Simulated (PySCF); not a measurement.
PySCF input for CClF2, SMILES F[C](F)Cl (connectivity only; charge and spin as stated), charge +1, multiplicity 1, ADC(2)/aug-cc-pVDZ. Geometry optimised at ωB97X-D3(BJ)/def2-TZVP. The multiplicity is an assumed one; other spin states were not compared. The isomer is the one that the SMILES or the coordinates give; other isomers of the formula were not compared.

```python
import numpy as np
from pyscf import gto, scf, dft, adc

mol = gto.M(
    atom='''
    F     0.00000000    1.05919882   -1.04144006
    C     0.00000000    0.00000000   -0.37772172
    F     0.00000000   -1.05919881   -1.04144007
    Cl    0.00000000   -0.00000000    1.23601479
    ''',
    basis='aug-cc-pVDZ',
    charge=1,
    spin=0,
    max_memory=1600,
    verbose=4,
)
mf = scf.RHF(mol)
mf.conv_tol = 1e-10
mf.max_cycle = 100
mf.kernel()
res = {}
for kind, nroots in (('ee', 6), ('ip', 6), ('ea', 2)):
    a = adc.ADC(mf).density_fit('aug-cc-pvdz-ri')
    a.method, a.method_type = 'adc(2)', kind
    e, v, p, x = a.kernel(nroots=nroots)
    res[kind] = (e * 27.211386245988, p)
for kind, (e, p) in res.items():
    print(kind, 'energies / eV', np.round(e, 3), 'strengths', np.round(p, 4))
```

Log of the run:

```
PySCF version 2.14.0

[INPUT] verbose = 4
[INPUT] num. atoms = 4
[INPUT] num. electrons = 40
[INPUT] charge = 1
[INPUT] spin (= nelec alpha-beta = 2S) = 0
[INPUT] symmetry False subgroup None
[INPUT] Mole.unit = angstrom
[INPUT] Symbol           X                Y                Z      unit          X                Y                Z       unit  Magmom
[INPUT]  1 F      0.000000000000   1.059198820000  -1.041440060000 AA    0.000000000000   2.001595681262  -1.968036488551 Bohr   0.0
[INPUT]  2 C      0.000000000000   0.000000000000  -0.377721720000 AA    0.000000000000   0.000000000000  -0.713790602100 Bohr   0.0
[INPUT]  3 F      0.000000000000  -1.059198810000  -1.041440070000 AA    0.000000000000  -2.001595662365  -1.968036507448 Bohr   0.0
[INPUT]  4 Cl     0.000000000000   0.000000000000   1.236014790000 AA    0.000000000000   0.000000000000   2.335729439012 Bohr   0.0

nuclear repulsion = 163.873000140621
number of shells = 32
number of NR pGTOs = 155
number of NR cGTOs = 96
basis = aug-cc-pVDZ
ecp = {}


******** <class 'pyscf.scf.hf.RHF'> ********
method = RHF
initial guess = minao
damping factor = 0
level_shift factor = 0
DIIS = <class 'pyscf.scf.diis.CDIIS'>
diis_start_cycle = 1
diis_space = 8
diis_damp = 0
SCF conv_tol = 1e-10
SCF conv_tol_grad = None
SCF max_cycles = 100
direct_scf = True
direct_scf_tol = 1e-13
Set gradient conv threshold to 1e-05
Initial guess from minao.
init E= -697.280700136531
  HOMO = -0.45121214933609  LUMO = 0.0350886190260375  gap/eV = 13.23292
cycle= 1 E= -695.671059218051  delta_E= 1.61  |g|= 0.987  |ddm|=  1.9
  HOMO = -0.838125862019859  LUMO = -0.408263526166463  gap/eV = 11.69715
cycle= 2 E= -695.824782930863  delta_E= -0.154  |g|= 0.64  |ddm|= 1.14
  HOMO = -0.810954136470308  LUMO = -0.239573231617889  gap/eV = 15.54807
cycle= 3 E= -695.904556491798  delta_E= -0.0798  |g|= 0.0733  |ddm|= 0.439
  HOMO = -0.790167887292919  LUMO = -0.217246336971578  gap/eV = 15.58999
cycle= 4 E= -695.905800268154  delta_E= -0.00124  |g|= 0.0203  |ddm|= 0.0812
  HOMO = -0.790033150285257  LUMO = -0.216882549253223  gap/eV = 15.59622
cycle= 5 E= -695.90597243146  delta_E= -0.000172  |g|= 0.00639  |ddm|= 0.0263
  HOMO = -0.791820161848482  LUMO = -0.216817567643099  gap/eV = 15.64662
cycle= 6 E= -695.905990857733  delta_E= -1.84e-05  |g|= 0.00227  |ddm|= 0.00824
  HOMO = -0.791461681610974  LUMO = -0.216932995034108  gap/eV = 15.63372
cycle= 7 E= -695.905994117829  delta_E= -3.26e-06  |g|= 0.000526  |ddm|= 0.00452
  HOMO = -0.791469118667488  LUMO = -0.216860928793231  gap/eV = 15.63589
cycle= 8 E= -695.905994403741  delta_E= -2.86e-07  |g|= 0.000142  |ddm|= 0.00177
  HOMO = -0.791440320784059  LUMO = -0.216851029895498  gap/eV = 15.63537
cycle= 9 E= -695.905994425202  delta_E= -2.15e-08  |g|= 4.72e-05  |ddm|= 0.000423
  HOMO = -0.791437542333827  LUMO = -0.21685355565155  gap/eV = 15.63523
cycle= 10 E= -695.905994427596  delta_E= -2.39e-09  |g|= 1.34e-05  |ddm|= 0.000128
  HOMO = -0.791436469771792  LUMO = -0.216853386253178  gap/eV = 15.63520
cycle= 11 E= -695.905994427758  delta_E= -1.62e-10  |g|= 3.18e-06  |ddm|= 3.21e-05
  HOMO = -0.79143657774809  LUMO = -0.216853725529952  gap/eV = 15.63520
cycle= 12 E= -695.905994427765  delta_E= -6.59e-12  |g|= 8.96e-07  |ddm|= 7.28e-06
  HOMO = -0.791436523423856  LUMO = -0.216853526673227  gap/eV = 15.63520
Extra cycle  E= -695.905994427763  delta_E= 1.82e-12  |g|= 4.15e-07  |ddm|= 9.62e-07
converged SCF energy = -695.905994427763

******** <class 'pyscf.adc.radc.RADC'> ********
******** ADC Orbital Information ********
Number of Frozen Occupied Orbitals: 0
Number of Frozen Virtual Orbitals: 0
Number of Active Occupied Orbitals: 20
Number of Active Virtual Orbitals: 76
*****************************************
******** <class 'pyscf.df.df.DF'> ********
auxbasis = aug-cc-pvdz-ri
Reference correlation energy (doubles): -0.68125653
MP2 correlation energy of reference state (a.u.) = -0.68125653

******** <class 'pyscf.adc.radc_ee.RADCEE'> ********
max_space = 12
max_cycle = 50
conv_tol = 1e-08

*************************************************************
        ADC calculation summary (singlet states only)
*************************************************************
adc(2) root 0  |  Energy (Eh) =   0.2113767731  |  Energy (eV) =   5.75185497  |  Osc. strength = 0.00000000  |  conv = True
adc(2) root 1  |  Energy (Eh) =   0.2561829452  |  Energy (eV) =   6.97109301  |  Osc. strength = 0.22321945  |  conv = True
adc(2) root 2  |  Energy (Eh) =   0.3148083298  |  Energy (eV) =   8.56637098  |  Osc. strength = 0.00000000  |  conv = True
adc(2) root 3  |  Energy (Eh) =   0.3156093698  |  Energy (eV) =   8.58816839  |  Osc. strength = 0.00264256  |  conv = True
adc(2) root 4  |  Energy (Eh) =   0.3470413856  |  Energy (eV) =   9.44347711  |  Osc. strength = 0.04608519  |  conv = True
adc(2) root 5  |  Energy (Eh) =   0.3544290555  |  Energy (eV) =   9.64450585  |  Osc. strength = 0.09946273  |  conv = True

******** <class 'pyscf.adc.radc.RADC'> ********
******** ADC Orbital Information ********
Number of Frozen Occupied Orbitals: 0
Number of Frozen Virtual Orbitals: 0
Number of Active Occupied Orbitals: 20
Number of Active Virtual Orbitals: 76
*****************************************
******** <class 'pyscf.df.df.DF'> ********
auxbasis = aug-cc-pvdz-ri
Reference correlation energy (doubles): -0.68125653
MP2 correlation energy of reference state (a.u.) = -0.68125653

******** <class 'pyscf.adc.radc_ip.RADCIP'> ********
max_space = 12
max_cycle = 50
conv_tol = 1e-08

*************************************************************
        ADC calculation summary (doublet states only)
*************************************************************
adc(2) root 0  |  Energy (Eh) =   0.7479352947  |  Energy (eV) =  20.35235602  |  Spec. factor = 1.82706757  |  conv = True
adc(2) root 1  |  Energy (Eh) =   0.7714674581  |  Energy (eV) =  20.99269880  |  Spec. factor = 1.83325184  |  conv = True
adc(2) root 2  |  Energy (Eh) =   0.8500577336  |  Energy (eV) =  23.13124913  |  Spec. factor = 1.73668747  |  conv = True
adc(2) root 3  |  Energy (Eh) =   0.8531474820  |  Energy (eV) =  23.21532546  |  Spec. factor = 1.76708985  |  conv = True
adc(2) root 4  |  Energy (Eh) =   0.8705228636  |  Energy (eV) =  23.68813368  |  Spec. factor = 1.73892422  |  conv = True
adc(2) root 5  |  Energy (Eh) =   0.9850357672  |  Energy (eV) =  26.80418851  |  Spec. factor = 1.74785867  |  conv = True

******** <class 'pyscf.adc.radc.RADC'> ********
******** ADC Orbital Information ********
Number of Frozen Occupied Orbitals: 0
Number of Frozen Virtual Orbitals: 0
Number of Active Occupied Orbitals: 20
Number of Active Virtual Orbitals: 76
*****************************************
******** <class 'pyscf.df.df.DF'> ********
auxbasis = aug-cc-pvdz-ri
Reference correlation energy (doubles): -0.68125653
MP2 correlation energy of reference state (a.u.) = -0.68125653

******** <class 'pyscf.adc.radc_ea.RADCEA'> ********
max_space = 12
max_cycle = 50
conv_tol = 1e-08

*************************************************************
        ADC calculation summary (doublet states only)
*************************************************************
adc(2) root 0  |  Energy (Eh) =  -0.2874020380  |  Energy (eV) =  -7.82060780  |  Spec. factor = 1.82492611  |  conv = True
adc(2) root 1  |  Energy (Eh) =  -0.1562064846  |  Energy (eV) =  -4.25059495  |  Spec. factor = 1.89938146  |  conv = True
ee energies / eV [5.752 6.971 8.566 8.588 9.443 9.645] strengths [0.     0.2232 0.     0.0026 0.0461 0.0995]
ip energies / eV [20.352 20.993 23.131 23.215 23.688 26.804] strengths [1.8271 1.8333 1.7367 1.7671 1.7389 1.7479]
ea energies / eV [-7.821 -4.251] strengths [1.8249 1.8994]
```

The calculation finished and met its thresholds.
